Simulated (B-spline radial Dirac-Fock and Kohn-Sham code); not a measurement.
Isotope-shift constants of the inner levels of I⁺

System: I⁺, [Kr] 4d10 5s2 5p4.

The run's input, task.json:

```json
{"items": [{
  "Z": 53,
  "q": 1,
  "cfg": [[1, 0, 2], [2, 0, 2], [2, 1, 6], [3, 0, 2], [3, 1, 6], [3, 2, 10], [4, 0, 2], [4, 1, 6], [4, 2, 10], [5, 0, 2], [5, 1, 4]],
  "A": 127,
  "rrms": 4.75,
  "do": "isoshift",
  "isotopes": [[127, 126.904472592, 4.75]]
}]}
```

Command: `python xray2_run.py task.json out`

Level of theory: first-order field-shift and mass-shift constants from Dirac-Fock ground and hole states with a Fermi nucleus; the mass shift has no relativistic recoil terms; a B-spline atomic structure program. A binding energy shifts by δE = F·δ⟨r²⟩ + (K_N + K_S)·δ(1/M); F is taken for a change of radius at fixed skin thickness and so holds the higher radial moments.

```tsv
level	F (meV/fm²)
K (1s)	-109.3
L1 (2s)	-12.96
L2 (2p1/2)	0.4544
L3 (2p3/2)	0.7450
M1 (3s)	-2.573
M2 (3p1/2)	0.1312
M3 (3p3/2)	0.1969
M4 (3d3/2)	0.1770
M5 (3d5/2)	0.1731
```

The mass shift is not given and not included below: at this Z its relativistic corrections are large. It matters little for K lines but can be comparable with the field shift of L lines.

Values without a named source are computed, but for edge energies of neutral atoms, which are taken from tables.
